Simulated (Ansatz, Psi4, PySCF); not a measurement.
tellurium hexafluoride (F$_{6}$Te), singlet, at a GFN2-xTB geometry (core potentials on Te). Base run: BLYP/def2-SVP run with PySCF.

The PySCF input:
```python
from pyscf import gto, scf, dft

mol = gto.Mole()
mol.atom = '''
    F    -0.453146   -1.292907   -1.288811
    Te   -0.000000    0.000000   -0.000000
    F     1.818547   -0.203473   -0.435281
    F     0.159781   -1.350916    1.299030
    F    -0.159781    1.350916   -1.299030
    F     0.453146    1.292907    1.288811
    F    -1.818547    0.203473    0.435281
'''
mol.basis = 'def2-svp'
mol.ecp = {'Te': 'def2-svp'}
mol.charge = 0
mol.spin = 0
mol.verbose = 4
mol.build()

mf = dft.RKS(mol)
mf.xc = 'blyp'
mf.kernel()
```

The same geometry, method and basis name were run in Ansatz (an electronic-structure program) and Psi4 and PySCF, at each program's defaults and at the settings that a row names. The base is PySCF at its defaults. Differences at the defaults can come from grids, fitting, cores and function types together.

```tsv
code and settings	ΔE vs base (µEh)	basis functions	E (Eh)	SCF cycles
PySCF, defaults (exact integrals, its default grid, spherical functions)	0.0	110	-866.46476	10
Psi4, defaults (density fitting with its default set, its default grid, spherical functions)	-141	110	-866.46490	8
Ansatz, defaults (factorised integrals, its default grid, spherical functions)	-18.1	110	-866.46478	-
PySCF, density fitting with def2-universal-jkfit	-148	110	-866.46491	10
PySCF, fine grid	-48.8	110	-866.46481	10
Psi4, exact integrals, spherical functions, fine grid	0.7	110	-866.46476	10
Ansatz, high accuracy	-16.4	110	-866.46478	-
```
